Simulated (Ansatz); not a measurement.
Saddle point of SnH6SeO, singlet (SnH₄O ([OH][SnH3]) + H₂Se → SnH₄Se ([SeH][SnH3]) + H₂O; bonds formed: Sn1–Se7, O2–H6; bonds broken: Sn1–O2, H6–Se7), PBE0-D4/def2-TZVP structure:

Sn1  (-0.855, 0.022, -0.801)
O2  (-0.097, 1.027, 0.865)
H3  (-0.897, -1.659, -0.591)
H4  (-2.441, 0.646, -0.562)
H5  (-0.162, 0.695, -2.186)
H6  (0.985, 0.489, 0.827)
Se7  (2.224, -0.474, 0.031)
H8  (-0.577, 0.958, 1.698)
H9  (1.820, -1.705, 0.720)
(Å)

Energies are electronic, without zero-point energy. Barriers and step energies count from the start structure reached by relaxing down the imaginary mode; all methods use the PBE0-D4 structures, on which another method's saddle can fall below an end. Computed with Ansatz 0.2.0 (basis: def2-TZVPP, with def2-QZVPP for the basis limit); correlated methods freeze the cores. Filled d shells of the heavier atoms are correlated. Core potentials replace the inner electrons of the atoms past krypton. The def2 sets are not built for correlating such inner shells, so the correlated values are less sure here. B3LYP uses VWN-RPA correlation. Extrapolation: Hartree–Fock as exp(−7.88 √X), correlation as X^−2.97.

```tsv
method	barrier (kJ/mol)	step energy (kJ/mol)
SPW92	3.2	-68.5
PBE-D4	25.3	-68.6
BLYP-D4	?	-60.0
r2SCAN-D4	32.2	-65.9
B97M-V	51.9	-56.6
PBE0-D4	34.6	-73.6
B3LYP-D4	45.1	-64.7
r2SCAN0-D4	38.3	-71.9
BHLYP-D4	?	-68.9
CAM-B3LYP-D4	51.5	-59.7
wB97X-V	52.7	-62.5
wB97M-V	48.0	-67.0
B2PLYP	50.5	-62.7
PBE-QIDH	43.4	-72.2
RPA on PBE	59.8	-57.1
HF	?	-66.6
MP2	47.1	-67.1
CCSD	62.5	-64.1
CCSD(T)	55.1	-63.4
```

Problem. Fill in the withheld barriers. (To be estimated.)

Solution. The calculation gives: BHLYP-D4 55.7; BLYP-D4 38.7; HF 89.2 kJ/mol. Each is the energy of the saddle less that of the start structure, by the same method.

For comparison, the barrier by CCSD(T) at an estimated basis limit (MP2 extrapolated from triple and quadruple zeta, plus CCSD(T) − MP2 in triple zeta) is 48.6 kJ/mol.

No T1 diagnostic of these runs exceeds 0.013.

Labels in which every atom is bracketed show which atoms are joined, not bond orders.

For scale, one of the runs: CCSD(T)/def2-TZVPP, 213 basis functions, launched by `ansatz run in.yaml --threads 4 --pin off --events-out ev --progress --plain --max-ram 9574MiB`. The run took 38 s on 4 CPU threads of an Intel Xeon 6975P-C (shared host), with 3.8 GiB of host memory at its peak.
